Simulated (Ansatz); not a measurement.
Ansatz (an electronic-structure program) input (wB97X/def2-TZVPD):

Ansatz 0.2 input:
```yaml
crystal:
  periodic: [false, false, false]
  atoms:
    - {symbol: C, position_ang: [2.23417936, -1.54732856, 0.25950302]}
    - {symbol: C, position_ang: [1.73313664, -0.40347380, -0.20150509]}
    - {symbol: Si, position_ang: [-0.03258627, 0.10631398, 0.00216862]}
    - {symbol: Cl, position_ang: [-0.25118828, 1.19858102, 1.74314645]}
    - {symbol: Cl, position_ang: [-0.50481754, 1.37049930, -1.56308650]}
    - {symbol: C, position_ang: [-1.24152301, -1.29094746, 0.06292090]}
    - {symbol: C, position_ang: [-1.04210807, -2.47383768, -0.51408813]}
    - {symbol: H, position_ang: [1.62380965, -2.27391822, 0.78336533]}
    - {symbol: H, position_ang: [3.28100923, -1.80401732, 0.13862117]}
    - {symbol: H, position_ang: [2.39490017, 0.29040957, -0.71259154]}
    - {symbol: H, position_ang: [-2.17627045, -1.11506938, 0.58842219]}
    - {symbol: H, position_ang: [-1.78479114, -3.26319878, -0.47338892]}
    - {symbol: H, position_ang: [-0.13246010, -2.70344194, -1.05679226]}
basis:
  gaussian:
    orbitals: def2-TZVPD
hamiltonian:
  xc: {name: wB97X}
```

End of the output:

```
integrals: 0.66 GiB planned
1864 factors; their error is unknown
integrals: 0.70 GiB planned
576 factors; integrals over basis functions are off by at most 4.1e-5 eV
0.61 GiB of the device are held for the grids
2.93 GiB of device memory are held for the factors and their scratch space
mean field: 3.19 GiB planned
mean field evaluation 1: about -37167.0756 eV, gradient 4.6e1 eV
mean field evaluation 2: about -37169.8188 eV, gradient 3.2e1 eV
mean field evaluation 4: about -37172.0291 eV, gradient 1.3e0 eV
mean field evaluation 8: about -37172.0331 eV, gradient 2.5e-2 eV
mean field evaluation 16: about -37172.0421 eV, gradient 1.6e-4 eV
mean field -37172.04207992 eV, -1366.0473503222 hartree, gradient 2.1e-5 eV, S^2 0.000000; 0 other end points of the search recorded, 0 dependent functions left out
reference -37172.04201967 eV, -1366.0473481079 hartree; 39, 39 occupied and 298, 298 virtual orbitals, 1864 factors
Total energy: -37172.04201967 eV, -1366.0473481079 hartree
```
